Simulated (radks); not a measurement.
Fe0.75+, 25.25 electrons, occupied as [Ar] 4s(up 0.5, down 0.5) 3d(up 3.25, down 3) (fractional occupations, a model configuration). Calculated with a radial shooting solver on a logarithmic mesh with Libxc functionals: non-relativistic Kohn-Sham, BLYP, spin-polarised, spherical densities, point nucleus.

Local quantities along the radius. ELF = 1/(1 + alpha^2) is the electron localisation function; alpha = (tau - tau_W)/tau_unif compares the Pauli kinetic energy density with that of the uniform gas (summed over spins); -r V(r) is the screened charge that the Kohn-Sham potential of spin up presents (atomic units); r v_xc is r times the local exchange-correlation potential of spin up (hartree bohr); 4 pi r^2 rho is in e/bohr.

| r (bohr) | ELF | alpha | -r V(r) | r v_xc | 4 pi r^2 rho |
|---|---|---|---|---|---|
| 0.002525 | 1.000 | 0.01501 | 25.80 | -0.09366 | 0.8373 |
| 0.002893 | 1.000 | 0.01540 | 25.77 | -0.1012 | 1.078 |
| 0.003288 | 1.000 | 0.01583 | 25.73 | -0.1092 | 1.364 |
| 0.003767 | 1.000 | 0.01637 | 25.68 | -0.1188 | 1.747 |
| 0.004315 | 1.000 | 0.01702 | 25.63 | -0.1296 | 2.228 |
| 0.004944 | 1.000 | 0.01778 | 25.57 | -0.1417 | 2.831 |
| 0.005664 | 1.000 | 0.01871 | 25.50 | -0.1552 | 3.579 |
| 0.006489 | 1.000 | 0.01982 | 25.43 | -0.1702 | 4.501 |
| 0.007435 | 1.000 | 0.02119 | 25.34 | -0.1869 | 5.624 |
| 0.00845 | 0.999 | 0.02276 | 25.24 | -0.2041 | 6.892 |
| 0.009681 | 0.999 | 0.02483 | 25.12 | -0.2241 | 8.486 |
| 0.01109 | 0.999 | 0.02744 | 24.99 | -0.2459 | 10.35 |
| 0.01271 | 0.999 | 0.03077 | 24.84 | -0.2695 | 12.50 |
| 0.01456 | 0.999 | 0.03509 | 24.67 | -0.2947 | 14.91 |
| 0.01668 | 0.998 | 0.04080 | 24.47 | -0.3212 | 17.54 |
| 0.01911 | 0.998 | 0.04850 | 24.25 | -0.3489 | 20.31 |
| 0.02172 | 0.997 | 0.05838 | 24.02 | -0.3755 | 22.95 |
| 0.02488 | 0.995 | 0.07304 | 23.74 | -0.4039 | 25.62 |
| 0.02851 | 0.991 | 0.09430 | 23.43 | -0.4315 | 27.98 |
| 0.03266 | 0.984 | 0.1260 | 23.09 | -0.4575 | 29.80 |
| 0.03742 | 0.970 | 0.1745 | 22.71 | -0.4809 | 30.89 |
| 0.04287 | 0.941 | 0.2507 | 22.28 | -0.5007 | 31.12 |
| 0.04911 | 0.879 | 0.3718 | 21.82 | -0.5163 | 30.46 |
| 0.05582 | 0.769 | 0.5485 | 21.34 | -0.5271 | 29.15 |
| 0.06395 | 0.595 | 0.8242 | 20.79 | -0.5349 | 27.34 |
| 0.07327 | 0.419 | 1.178 | 20.19 | -0.5407 | 25.58 |
| 0.08394 | 0.307 | 1.503 | 19.54 | -0.5478 | 24.44 |
| 0.09617 | 0.278 | 1.613 | 18.84 | -0.5634 | 24.42 |
| 0.1102 | 0.329 | 1.429 | 18.11 | -0.6007 | 25.75 |
| 0.1262 | 0.454 | 1.097 | 17.34 | -0.6635 | 28.26 |
| 0.1435 | 0.602 | 0.8136 | 16.59 | -0.7311 | 31.11 |
| 0.1644 | 0.730 | 0.6089 | 15.74 | -0.7947 | 33.69 |
| 0.1883 | 0.802 | 0.4971 | 14.85 | -0.8412 | 34.74 |
| 0.2158 | 0.825 | 0.4609 | 13.93 | -0.8660 | 33.49 |
| 0.2472 | 0.796 | 0.5058 | 12.99 | -0.8662 | 29.87 |
| 0.2832 | 0.681 | 0.6846 | 12.04 | -0.8427 | 24.64 |
| 0.3245 | 0.443 | 1.120 | 11.07 | -0.8037 | 19.19 |
| 0.3688 | 0.235 | 1.802 | 10.15 | -0.7659 | 15.23 |
| 0.4225 | 0.167 | 2.233 | 9.159 | -0.7400 | 13.17 |
| 0.484 | 0.247 | 1.747 | 8.216 | -0.7877 | 13.36 |
| 0.5545 | 0.466 | 1.070 | 7.331 | -0.9093 | 14.87 |
| 0.6353 | 0.670 | 0.7014 | 6.437 | -1.005 | 16.33 |
| 0.7279 | 0.762 | 0.5588 | 5.559 | -1.056 | 16.60 |
| 0.8339 | 0.778 | 0.5338 | 4.743 | -1.067 | 15.26 |
| 0.9478 | 0.746 | 0.5830 | 4.062 | -1.046 | 12.85 |
| 1.086 | 0.661 | 0.7167 | 3.443 | -0.9966 | 9.772 |
| 1.244 | 0.518 | 0.9645 | 2.934 | -0.9284 | 6.866 |
| 1.425 | 0.350 | 1.364 | 2.524 | -0.8547 | 4.570 |
| 1.633 | 0.218 | 1.893 | 2.201 | -0.7874 | 2.982 |
| 1.871 | 0.151 | 2.373 | 1.952 | -0.7324 | 1.978 |
| 2.143 | 0.133 | 2.551 | 1.759 | -0.6878 | 1.361 |
| 2.436 | 0.147 | 2.412 | 1.615 | -0.6506 | 0.9804 |
| 2.791 | 0.181 | 2.127 | 1.492 | -0.6107 | 0.6864 |
| 3.198 | 0.221 | 1.876 | 1.392 | -0.5674 | 0.4588 |
| 3.663 | 0.250 | 1.733 | 1.310 | -0.5216 | 0.2829 |
| 4.197 | 0.252 | 1.722 | 1.242 | -0.4747 | 0.1565 |
| 4.809 | 0.222 | 1.873 | 1.178 | -0.4207 | 0.07558 |
| 5.509 | 0.162 | 2.271 | 1.103 | -0.3506 | 0.03105 |
| 6.261 | 0.098 | 3.041 | 1.034 | -0.2831 | 0.01133 |
| 7.173 | 0.043 | 4.722 | 0.9797 | -0.2296 | 0.003169 |
| 8.219 | 0.014 | 8.500 | 0.9354 | -0.1854 | 0.0006997 |
| 9.416 | 0.003 | 18.06 | 0.8984 | -0.1484 | 0.0001181 |

On this mesh the ELF has minima near r = 0.096, 0.42, 2.1 bohr, which separate the shells, and maxima near 0.22 (0.82), 0.83 (0.78), 4.2 (0.25).
